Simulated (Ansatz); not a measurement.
A nudged elastic band was laid between two geometries of FH + H4O3Sn (10 atoms, charge 0, multiplicity 1).

Method: RKS r2SCAN-D4/def2-SVP in Ansatz.

* movable images: 5
* climbing image: yes
* spring: 5.0 eV/Å²
* optimiser: quadratic models (default)
* start path: through a guess of the saddle point
* force threshold: 0.05 eV/Å
* iteration limit: 60
* end points: relaxed

Image 0:

```xyz
10
Properties=species:S:1:pos:R:3
Sn 0.155 -0.312 0.461
H 0.109 -0.697 2.113
O 1.827 -0.311 -0.579
H 1.730 -0.986 -1.269
O -0.903 1.403 0.121
H -1.156 1.513 -0.807
O -0.823 -1.623 -0.679
H -1.670 -1.903 -0.304
F 1.091 1.830 1.323
H 0.286 2.057 0.804
```

Image 6:

```xyz
10
Properties=species:S:1:pos:R:3
Sn 0.163 0.296 -0.509
H -0.632 -0.514 3.294
O 1.541 0.007 -1.881
H 2.085 -0.768 -1.675
O -1.108 1.607 -1.223
H -0.708 2.105 -1.952
O -0.684 -1.367 0.102
H -0.790 -1.330 1.067
F 0.960 1.021 1.108
H -0.183 -0.085 2.854
```

Question: What changes between the two ends?

Answer: Bonds broken: Sn1–H2, F9–H10. Bonds formed: Sn1–F9, H2–H10. FH + H4O3Sn becomes FH3O3Sn + H2.

Question: Give the energies along the band, and the barrier.

Answer: The run converged. The highest image is number 3 of 0 to 6, 32.9 kcal/mol above the first end and 26.5 kcal/mol above the last; the last end lies 6.4 kcal/mol above the first. A vibrational analysis at the climbing image gives 2 clearly imaginary modes (967i, 99i cm⁻¹): a point of higher order, so a lower path passes nearby. The orbitals stay closed-shell, which can raise the energy where a bond breaks towards radicals; this wasn't checked here.

| image | path coordinate (Å) | energy (kcal/mol) | Sn1–H2 (Å) | F9–H10 (Å) | Sn1–F9 (Å) |
| --- | --- | --- | --- | --- | --- |
| 0 | 0.00 | 0.0 | 1.70 | 0.98 | 2.49 |
| 1 | 1.22 | 8.9 | 1.71 | 0.93 | 2.55 |
| 2 | 2.43 | 13.6 | 1.73 | 0.93 | 2.52 |
| 3 | 3.65 | 32.9 | 2.02 | 1.23 | 2.12 |
| 4 | 4.92 | 12.0 | 2.84 | 2.03 | 1.94 |
| 5 | 6.19 | 7.2 | 3.72 | 2.25 | 1.93 |
| 6 | 7.46 | 6.4 | 3.97 | 2.36 | 1.94 |

Question: What is the geometry of the highest image?

Answer: 
```xyz
10
Properties=species:S:1:pos:R:3
Sn 0.154 0.249 -0.006
H -0.023 -0.199 1.958
O 1.903 -0.167 -0.804
H 1.806 -0.976 -1.331
O -0.928 1.736 -0.703
H -1.676 1.354 -1.190
O -0.954 -1.343 -0.466
H -1.215 -1.845 0.319
F 1.067 1.542 1.404
H 0.510 0.621 2.004
```

The band took 14 iterations and roughly 7 core-minutes.

The run took 120 s on 4 threads of Arm Neoverse V2 (shared host), peak memory 0.18 GiB.
